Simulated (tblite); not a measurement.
C8H2F16 (one of a series of oligomers), SMILES FC(F)C(F)(F)C(F)(F)C(F)(F)C(F)(F)C(F)(F)C(F)(F)C(F)F at step 0 of a GFN2-xTB optimisation (tblite, gas phase), coordinates in Å:

```
  1 F    -4.5751    0.7887    0.6407
  2 C    -3.9310   -0.2844    1.1373
  3 F    -4.3044   -0.3870    2.4480
  4 C    -2.4219   -0.1199    1.0436
  5 F    -2.0092    0.9599    1.7567
  6 F    -1.8318   -1.2059    1.6258
  7 C    -1.9924   -0.0134   -0.4009
  8 F    -2.7133    0.9641   -1.0222
  9 F    -2.3230   -1.1713   -1.0488
 10 C    -0.5185    0.2931   -0.5977
 11 F    -0.2411    1.5329   -0.1136
 12 F    -0.2819    0.3656   -1.9439
 13 C     0.4277   -0.7167    0.0193
 14 F    -0.0374   -1.9785   -0.2349
 15 F     0.4261   -0.5841    1.3702
 16 C     1.8598   -0.6383   -0.4910
 17 F     2.5929   -1.6119    0.1356
 18 F     1.9006   -0.9730   -1.8187
 19 C     2.5380    0.6958   -0.2611
 20 F     2.4003    1.0650    1.0416
 21 F     1.9476    1.6702   -1.0041
 22 C     4.0136    0.5977   -0.6051
 23 F     4.6215    1.8095   -0.4355
 24 F     4.1965    0.2480   -1.9050
 25 H    -4.2787   -1.1828    0.6298
 26 H     4.5351   -0.1225    0.0327
```

(1) What are the forces on the atoms (eV/Å)?

Results:

(1) 
```
  1 F     0.18   -0.24    0.13
  2 C    -1.17    0.30    1.02
  3 F     0.28    0.07   -0.67
  4 C     0.33    0.03    1.47
  5 F    -0.11   -0.38   -0.33
  6 F    -0.53    0.31   -0.28
  7 C    -0.86    0.03   -1.28
  8 F     0.41   -0.43    0.24
  9 F     0.14    0.49    0.32
 10 C     0.52    1.33   -1.17
 11 F    -0.41   -0.55    0.01
 12 F    -0.14   -0.06    0.57
 13 C    -0.34   -1.37    0.90
 14 F     0.23    0.51    0.12
 15 F     0.29    0.07   -0.51
 16 C     0.56   -1.37   -0.90
 17 F    -0.35    0.47   -0.18
 18 F    -0.12    0.26    0.85
 19 C    -0.18    1.34    0.14
 20 F     0.09   -0.15   -0.44
 21 F     0.40   -0.41    0.19
 22 C     1.40    0.71   -0.62
 23 F    -0.46   -0.67   -0.13
 24 F    -0.17    0.20    0.66
 25 H    -0.06   -0.32   -0.25
 26 H     0.06   -0.17    0.13
```
